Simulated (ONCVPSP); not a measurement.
Which change was made? (Pd, ONCV)

```json
{
  "Element": "palladium",
  "Generator": "ONCVPSP 4.0.1",
  "Type": "optimised norm-conserving Vanderbilt (ONCV)",
  "Functional": "PBE",
  "Relativity": "scalar-relativistic",
  "Frozen core": "[Kr]",
  "Valence charge": "10",
  "Reference configuration": "4d9 5s1",
  "Partial waves": "5s: rc 2.35 bohr, ncon 5, nbas 8, qcut 2.7 1/bohr, 2 projectors, debl 0.8 Ha; p scattering state at 0.21 Ha: rc 2.00 bohr, ncon 4, nbas 7, qcut 4.2 1/bohr, 3 projectors, debl 0.4 Ha; 4d: rc 2.00 bohr, ncon 4, nbas 9, qcut 7.5 1/bohr, 2 projectors, debl 2.1 Ha",
  "Local potential": "polynomial inside 1.35 bohr (lpopt 5, dvloc0 0 Ha)",
  "Core correction": "Teter function, fcfact 5.5, rcfact 1.65"
}
```

Cutoffs, loose and tight: the cutoffs (Ha) at which the residual kinetic energy of the hardest occupied pseudo-wave falls to 1 and 0.1 mHa per electron. They do not see the model core or the augmentation charge, which bear on the density cutoff. Test errors are all-electron minus pseudo excitation energies from the reference, over the configurations 4d10 5s0; 4d9 5s0; 4d8 5s0; 4d7 5s0; variants that change the core or the reference have their own tests.

The base gives: outcome: generated; cutoff, loose: 21 Ha; cutoff, tight: 24 Ha; bound ghosts: s, p; GHOST(+) flags above zero: p; largest test error (meV): -642.

(1) After one change the result is: outcome: generated; cutoff, loose: 18 Ha; cutoff, tight: 21 Ha; bound ghosts: s, p; GHOST(+) flags above zero: p; largest test error (meV): -525. Which change was it?
A. d: rc 2.78
B. d: rc 2.44
C. core correction Teter function, fcfact 5.5, rcfact 1.26
D. d: qcut 8.9

Results:

(1) B. The others give: d: qcut 8.9 → outcome: generated; cutoff, loose: 25 Ha; cutoff, tight: 29 Ha; bound ghosts: s, p; GHOST(+) flags above zero: p; largest test error (meV): -686 | d: rc 2.78 → outcome: generated; cutoff, loose: 16 Ha; cutoff, tight: 19 Ha; bound ghosts: s, p; GHOST(+) flags above zero: p; largest test error (meV): -384 | core correction Teter function, fcfact 5.5, rcfact 1.26 → outcome: generated; cutoff, loose: 21 Ha; cutoff, tight: 24 Ha; bound ghosts: s, p; GHOST(+) flags above zero: p; largest test error (meV): -70.
